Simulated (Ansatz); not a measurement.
Reaction (formal exchange of groups at a Ge–Al bond): `C#[C][AlH][GeH3]` + `[CH2]1[CH2][GaH]1` → `[GeH3][CH]1[CH2][GaH]1` + `C#[C][AlH2]`

Computed with Ansatz on PBE0-D4/def2-TZVP structures; ΔE is electronic, products minus reactants. CCSD(T)/CBS is the MP2 limit (def2-TZVPP, def2-QZVPP) plus CCSD(T) − MP2 in def2-TZVPP, frozen cores. DFT in def2-TZVPP. For Ga, Ge outer-core shells are correlated without core-valence functions, which leaves a few kJ/mol of doubt a bond. Scalar relativity is left out up to krypton.

| species | PBE-D4 energy (Eh) |
| --- | --- |
| `C#[C][AlH][GeH3]` | -2398.05933 |
| `[CH2]1[CH2][GaH]1` | -2003.62322 |
| `[GeH3][CH]1[CH2][GaH]1` | -4081.53179 |
| `C#[C][AlH2]` | -320.15766 |

Task: Work out ΔE.

Result: ΔE = (-4081.53179) + (-320.15766) − (-2398.05933) − (-2003.62322) = -0.00690 Eh = -18.1 kJ/mol. CCSD(T)/CBS gives -16.7 kJ/mol.

Largest T1 diagnostic among the species: 0.016.

The D4 term adds −11.3 kJ/mol with B3LYP and −5.7 kJ/mol with PBE0; it sums over pairs of atoms, weighted by their polarisabilities, and B3LYP, whose exchange is more repulsive, gets the larger term. From r2SCAN to r2SCAN0 (25 % exact exchange), in def2-TZVPP and without D4, ΔE moves by +8.3 kJ/mol.

B3LYP here is the variant with VWN-RPA as its local correlation; programs differ in this.
